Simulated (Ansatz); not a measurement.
Cost and result for the atomization energy of C₂H₄BFO₂, SMILES `COC1OB1F` (10 atoms, 10 bonds).

```xyz
10

C     0.711    0.891   -1.132
O     0.572    0.574    0.244
C    -0.013   -0.611    0.485
O    -1.587   -0.584    0.496
B    -0.964   -0.800    1.639
F    -1.281   -0.999    2.892
H     1.312    1.797   -1.191
H     1.220    0.080   -1.665
H    -0.267    1.067   -1.587
H     0.297   -1.417   -0.181
```

The species carries charge 0 and has multiplicity 1. Geometry: relaxed with PBE0-D4/def2-TZVP. It is one conformer, not always the lowest. Program: Ansatz. All runs use 4 threads of an Arm Neoverse V1 on a shared host. Times are those of one run each, without the atoms' runs, and a repeat can differ threefold. Electronic energies, without spin–orbit coupling; frozen cores. CCSD(T)/CBS adds CCSD(T) − MP2 in def2-TZVPP to the MP2 limit, and its time is that of the two runs behind it. T1 = 0.014. B3LYP takes the VWN-RPA correlation (the form of Gaussian; ORCA's B3LYP/G).

CCSD(T)/CBS is a level of theory with its own doubt, some kJ/mol a heavy atom from the limit and from the frozen cores, so smaller differences don't rank the functionals.

```tsv
level	functions	wall time	atomization (kJ/mol)	difference from CCSD(T)/CBS	per bond
PBE-D4/def2-TZVPP (with forces)	242	2.2 s	4395.9	171.5	17.2
PBE0-D4/def2-TZVPP	242	2.6 s	4260.0	35.6	3.6
B3LYP-D4/def2-TZVPP (with forces)	242	3.8 s	4230.1	5.7	0.6
r2SCAN-D4/def2-TZVPP (with forces)	242	4.1 s	4270.3	45.9	4.6
B2PLYP/def2-TZVPP	242	5 s	4201.8	-22.6	-2.3
ωB97X-V/def2-TZVPP	242	7 s	4240.5	16.1	1.6
ωB97M-V/def2-TZVPP (with forces)	242	9.5 s	4253.7	29.3	2.9
MP2/def2-QZVPP	462	20 s	4328.3	103.9	10.4
CCSD(T)/def2-TZVPP	242	3.1 min	4113.4	-111.0	-11.1
CCSD(T)/CBS(def2)	–	3.4 min	4224.4	0.0	0.0
```

The D4 term adds +25.6 kJ/mol with B3LYP and +13.4 kJ/mol with PBE0; it sums over pairs of atoms, weighted by their polarisabilities, and B3LYP, whose exchange is more repulsive, gets the larger term. From PBE to PBE0 (25 % exact exchange), in def2-TZVPP and without D4, the atomization energy moves by −133.3 kJ/mol: exact exchange takes away binding that semilocal exchange gives to molecules. In def2-TZVPP, CCSD(T) changes the Hartree–Fock value by +1126.1 kJ/mol (the triples alone add +82.3 kJ/mol) and MP2 by +1275.1 kJ/mol; breaking electron pairs costs correlation energy, which Hartree–Fock lacks.
